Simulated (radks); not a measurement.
All-electron atom: Ca9+ in [Ne] 3s1 (the NIST ground configuration). Method: Dirac Kohn-Sham, BLYP, spin-unpolarised, spherical densities, finite nucleus; Fermi nuclear charge, rms radius 3.4776 fm; computed with a radial shooting solver on a logarithmic mesh with Libxc functionals.

Radial electron density D(r) = 4 pi r^2 rho(r):

```
   r/bohr * D(r) (the largest magnitude, 23.7, reaches the edge; | marks zero)
 0.002501 |*
 0.002797 |*
 0.003129 |*
   0.0035 | *
 0.003946 | *
 0.004413 |  *
 0.004936 |  *
 0.005521 |   *
 0.006176 |    *
 0.006908 |     *
 0.007788 |      *
 0.008711 |        *
 0.009744 |         *
   0.0109 |           *
  0.01219 |              *
  0.01363 |                *
  0.01537 |                   *
   0.0172 |                       *
  0.01923 |                          *
  0.02151 |                              *
  0.02406 |                                  *
  0.02691 |                                      *
   0.0301 |                                          *
  0.03394 |                                              *
  0.03796 |                                                 *
  0.04246 |                                                    *
   0.0475 |                                                     *
  0.05312 |                                                     *
  0.05942 |                                                     *
    0.067 |                                                   *
  0.07494 |                                                *
  0.08382 |                                             *
  0.09375 |                                          *
   0.1049 |                                       *
   0.1173 |                                     *
   0.1322 |                                     *
   0.1479 |                                       *
   0.1654 |                                          *
   0.1851 |                                              *
    0.207 |                                                  *
   0.2315 |                                                     *
    0.261 |                                                      *
    0.292 |                                                    *
   0.3266 |                                                *
   0.3653 |                                         *
   0.4086 |                                 *
    0.457 |                         *
   0.5111 |                  *
   0.5763 |           *
   0.6446 |       *
    0.721 |     *
   0.8064 |    *
    0.902 |   *
    1.009 |  *
    1.138 | *
    1.272 | *
    1.423 |*
    1.592 |*
     1.78 *
    1.991 *
    2.245 *
    2.511 *
    2.809 *
```

D(r) has 2 maxima, at r = 0.0523, 0.257 bohr, and minima at 0.125 bohr, inside which lie 2.17 electrons.
